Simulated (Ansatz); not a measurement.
Cl2F2Ti, SMILES `[F][Ti]([F])([Cl])[Cl]`, 5 atoms. Charge 0, multiplicity 1. Correlated methods include outer-core shells of Ti, which these sets cover unevenly. Scalar relativity is left out up to krypton. All runs use 4 threads of a server CPU on a shared host. Correlated methods freeze the cores.

(1) Give the basis size and wall time and peak host memory of each of these runs in Ansatz. RKS r2SCAN-D4/def2-TZVPP energy and forces; RKS ωB97M-V/def2-SVP energy; RKS B97M-V/def2-TZVPP energy; direct RPA on PBE orbitals/def2-TZVPP energy; RHF-MP2/def2-QZVPP energy; RKS r2SCAN0-D4/def2-TZVPP energy; RKS PBE0-D4/def2-TZVP frequencies; RKS ωB97M-V/def2-QZVPP energy; RKS PBE0-D4/def2-SVP energy; RKS PBE0-D4/def2-QZVPP energy; RHF-CCSD(T)/def2-SVP energy; RHF-CCSD(T)/def2-TZVPP energy. (An estimate is asked.)

## Answers

(1) Ansatz gave: Other jobs shared the machine, so times are rough.

```
                                level                job  functions  wall time  peak host memory (GiB)
                 RKS PBE0-D4/def2-SVP             energy         95      1.6 s                    0.24
             RKS r2SCAN-D4/def2-TZVPP  energy and forces        210      3.5 s                    0.37
direct RPA on PBE orbitals/def2-TZVPP             energy        210      3.6 s                    0.48
                 RHF-CCSD(T)/def2-SVP             energy         95        4 s                    0.39
                 RKS ωB97M-V/def2-SVP             energy         95      4.7 s                    0.35
            RKS r2SCAN0-D4/def2-TZVPP             energy        210      4.8 s                    0.73
                RKS B97M-V/def2-TZVPP             energy        210      5.5 s                    0.42
               RKS PBE0-D4/def2-QZVPP             energy        347      6.5 s                     1.3
                   RHF-MP2/def2-QZVPP             energy        347       12 s                     1.4
               RKS ωB97M-V/def2-QZVPP             energy        347       13 s                     1.5
                RKS PBE0-D4/def2-TZVP        frequencies        181       59 s                    0.56
               RHF-CCSD(T)/def2-TZVPP             energy        210       77 s                     3.1
```
